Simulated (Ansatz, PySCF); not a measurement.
Reaction (SMILES): [Br][Ge][Br] + 3 [H][H] (H2) -> 2 Br (HBr) + [GeH4] (GeH4)
Structures are relaxed separately at B3LYP-D3(BJ)/def2-TZVP in Ansatz (an electronic-structure program).

Property: energy of full hydrogenation (0 K, with B3LYP-D3(BJ) harmonic zero-point energies from PySCF), in kJ/mol. Valence correlation only, unless marked. No spin-orbit coupling. The frozen core is the preceding noble-gas configuration, with the filled d and f shells of earlier blocks. No relativistic terms. CBS(X,Y): correlation extrapolated as X^-3; Hartree-Fock from the larger set.

CCSD(T)/CBS(cc-pVTZ,cc-pVQZ) (Ansatz) gives 87.5 kJ/mol.

Task: Another calculation gave 51.2 kJ/mol. Which level was it?
A) wB97M-V/def2-TZVPD (Ansatz)
B) revPBE/def2-TZVPD (Ansatz)
C) SVWN5/def2-TZVPD (Ansatz)
D) BLYP/def2-TZVPD (Ansatz)

Result: C, SVWN5/def2-TZVPD (Ansatz). The others give 83.8 (wB97M-V), 115.9 (revPBE), 128.7 (BLYP) kJ/mol.
